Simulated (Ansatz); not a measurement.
Potential energy curve for PH, triplet.

Computed with full CI/def2-TZVP, frozen core run with Ansatz (a first-principles code).

Relative to R = 1.43 Å, what are the energies at R = 1.14, 1.32, 1.55, 5.61 Å?

133.9 kJ/mol at 1.14 Å, 13.6 kJ/mol at 1.32 Å, 11.7 kJ/mol at 1.55 Å, 288.0 kJ/mol at 5.61 Å.
